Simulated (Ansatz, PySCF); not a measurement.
B(F)(GeH3)(OMe) (CH₆BFGeO), SMILES CO[B](F)[GeH3]. Atoms are numbered in the order given.

```xyz
11

B     -0.2518    -0.9150     0.3243
F     -0.3910    -1.5630     1.4848
Ge     0.6642     0.9624     0.3218
H      1.9231     0.9747    -0.5709
H     -0.2740     2.0488    -0.2453
H      1.0822     1.3880     1.7386
O     -0.7281    -1.5532    -0.7617
C     -0.6836    -1.0495    -2.0855
H     -0.1189    -1.7539    -2.7138
H     -1.7111    -0.9725    -2.4702
H     -0.2047    -0.0576    -2.1371
```

Geometry optimised at TPSSh-D3(BJ)/def2-SVP. This is a generated structure with no PubChem entry under its InChIKey; it may be hypothetical. One conformer was computed; it need not be the lowest.

Two levels are set side by side: PBE-D3(BJ)/def2-SVP (Ansatz, an electronic-structure program) and TPSSh-D3(BJ)/def2-SVP (PySCF). Each level has its own optimised geometry; the coordinates shown are those of the second. Frequencies come from the Hessian of PySCF at each geometry. Differences are taken from unrounded values.

```csv
quantity,TPSSh-D3(BJ)
mean bond length (Å),1.412
bond B1–F2 (Å),1.336
bond B1–Ge3 (Å),2.089
bond B1–O7 (Å),1.347
bond O7–C8 (Å),1.417
bond Ge3–H4 (Å),1.543
bond Ge3–H5 (Å),1.543
bond Ge3–H6 (Å),1.537
bond C8–H9 (Å),1.100
bond C8–H10 (Å),1.100
bond C8–H11 (Å),1.103
highest harmonic wavenumber (cm⁻¹),3138
mean harmonic wavenumber (cm⁻¹),1185
zero-point energy (kcal/mol),45.73
```

Problem. What does PBE-D3(BJ) give, and how far is it from TPSSh-D3(BJ)? (An estimate is asked for; the answer gives what the named calculation found.)

Solution. 
```csv
quantity,PBE-D3(BJ),PBE-D3(BJ) minus TPSSh-D3(BJ)
mean bond length (Å),1.419,0.008
bond B1–F2 (Å),1.340,0.004
bond B1–Ge3 (Å),2.093,0.004
bond B1–O7 (Å),1.352,0.005
bond O7–C8 (Å),1.417,0.000
bond Ge3–H4 (Å),1.555,0.012
bond Ge3–H5 (Å),1.555,0.012
bond Ge3–H6 (Å),1.549,0.012
bond C8–H9 (Å),1.109,0.009
bond C8–H10 (Å),1.109,0.009
bond C8–H11 (Å),1.111,0.009
highest harmonic wavenumber (cm⁻¹),3062,-77
mean harmonic wavenumber (cm⁻¹),1148,-37
zero-point energy (kcal/mol),44.32,-1.41
```

Exact exchange shortens and stiffens bonds; PBE has none. Differences between two approximate levels are no errors against the true value.
